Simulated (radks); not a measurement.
The numbers below are computed, except where a source is named.
Q: Spherical quantum dot in the effective-mass picture: electrons in a well V = -V0 / (1 + exp((r - R)/a)) with V0 = 4.86, R = 9.71, a = 0.64, with a point charge +2 (a donor) at the centre, all in effective atomic units (hartree* = m*/eps^2 hartree, bohr* = eps/m* bohr), one dielectric constant everywhere. Level of theory: non-relativistic Kohn-Sham, exchange-only LDA, spin-polarised, spherical densities (a radial shooting solver with Libxc functionals). Levels are named by radial order and angular momentum (1s, 1p, 1d, 2s, ...), and open shells are averaged over m. Results are scaled to m* = 0.196 and eps = 17.6, for which hartree* = 17.22 meV and bohr* = 4.752 nm. At N = 5 the configuration is 1s2 1p(up 2, down 0) 2s(up 1, down 0). Does electron 6 go into 1d up or 2s down or 1p up?

A: Into 1p up. The total energies of the other choices lie higher by 0.730 meV (2s down), 1.27 meV (1d up).
